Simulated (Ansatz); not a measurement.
Consider the ligand exchange at a Ga–C bond: `[CH3][GaH2]` + `C=N` → `C=[N][GaH2]` + CH₄.

Computed with Ansatz on PBE0-D4/def2-TZVP structures; ΔE is electronic, products minus reactants. CCSD(T)/CBS is the MP2 limit (def2-TZVPP, def2-QZVPP) plus CCSD(T) − MP2 in def2-TZVPP, frozen cores. This one scheme is used for every species. DFT in def2-TZVPP. B3LYP here is the variant with VWN-RPA as its local correlation; programs differ in this. HSE06 is defined as in plane-wave codes. For Ga outer-core shells are correlated without core-valence functions, which leaves a few kJ/mol of doubt a bond. Scalar relativity is left out up to krypton.

`[CH3][GaH2]`:

Z-matrix (Å, degrees):
```
C
Ga 1 1.966
H 1 1.092 2 111.3
H 1 1.096 2 108.8 3 117.6
H 1 1.090 2 112.4 3 -123.0
H 2 1.574 1 121.1 3 142.3
H 2 1.575 1 120.1 3 -38.7
```

`C=N`:

Z-matrix (Å, degrees):
```
C
N 1 1.261
H 1 1.096 2 124.9
H 1 1.092 2 118.8 3 -180.0
H 2 1.021 1 111.0 3 -0.0
```

`C=[N][GaH2]`:

Cartesian coordinates in Å:
```
C 0.991 -0.210 1.094
N 0.017 -0.109 0.331
Ga -1.009 0.214 -1.117
H 2.020 0.054 0.803
H 0.880 -0.575 2.127
H -1.238 -1.000 -2.062
H -1.661 1.626 -1.176
```

CH₄:

Z-matrix (Å, degrees):
```
C
H 1 1.090
H 1 1.090 2 109.5
H 1 1.090 2 109.5 3 -120.0
H 1 1.090 2 109.5 3 120.0
```

| level | ΔE (kcal/mol) | difference from CCSD(T)/CBS |
| --- | --- | --- |
| LDA (SPW92) | -13.9 | -3.1 |
| PBE-D4 | -12.4 | -1.6 |
| BLYP-D4 | -14.0 | -3.2 |
| B3LYP-D4 | -12.9 | -2.1 |
| HSE06-D4 | -11.2 | -0.4 |
| BLYP | -13.6 | -2.8 |
| B3LYP | -12.6 | -1.8 |
| CAM-B3LYP | -12.4 | -1.6 |
| CCSD/def2-SVP | -13.4 | -2.6 |
| MP2/CBS(def2) | -11.5 | -0.7 |
| CCSD(T)/CBS | -10.8 | 0 |

Largest T1 diagnostic among the species: 0.017.

From PBE to PBE0 (25 % exact exchange), in def2-TZVPP and without D4, ΔE moves by +1.3 kcal/mol. Leaving LDA and LC-ωPBE aside and taking each functional with its dispersion term where it has one, the values, not all of them listed here, spread over 3.5 kcal/mol, from BLYP-D4 to ωB97M-V. LDA lies −1.7 kcal/mol from PBE without D4.
